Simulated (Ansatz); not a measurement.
Correlation energies of C2H4AlFS, SMILES `[CH3][Al]1[S][CH]1F` by basis set

```xyz
9

C     1.7446    0.6776    0.0563
Al   -0.1268    0.2156   -0.0901
S    -2.0411    0.6276   -0.9178
C    -1.6986   -0.8721    0.1767
F    -1.8561   -2.0601   -0.5053
H     1.9575    1.6255   -0.4415
H     2.0433    0.7596    1.1042
H     2.3617   -0.0989   -0.4038
H    -2.3847   -0.8748    1.0212
```

The species carries charge 0 and has multiplicity 1. The structure was optimised at the PBE0-D4/def2-TZVP level. Frozen core, restricted reference, Ansatz. CBS rows extrapolate triple and quadruple zeta; past MP2 they add the triple-zeta difference.

```csv
basis,HF (Eh),MP2 corr.,CCSD corr.,(T),CCSD(T) total
def2-TZVPP,-817.03760,-0.83261,-0.86932,-0.03741,-817.94433
def2-QZVPP,-817.06344,-0.90059,–,–,–
CBS(def2),-817.06700,-0.95095,-0.98767,as TZ,-818.09208
```
